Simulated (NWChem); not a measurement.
Species: C2H6Al cation; SMILES [Al+]([CH3])[CH3]

All runs: NWChem. Pople sets run with spherical d functions. STO-3G and 3-21G are far too small for this property and stand as cheap habits. All runs use the structure optimised with B3LYP/6-31G* (spherical d). Field at 589 nm.

Task: Order these runs by computing time, cheapest first, and give rough ratios: B3LYP/6-31G*; B3LYP/aug-cc-pVDZ; B3LYP/STO-3G.

Result: B3LYP/STO-3G (1), B3LYP/6-31G* (4), B3LYP/aug-cc-pVDZ (30). Ratios are rough, from one shared machine; the cheapest took around 9 core-seconds (rough). What differs between the cheapest and the dearest: isotropic polarisability (bohr³) 25.6 → 48.7; anisotropy (bohr³) 25.2 → 30.8.
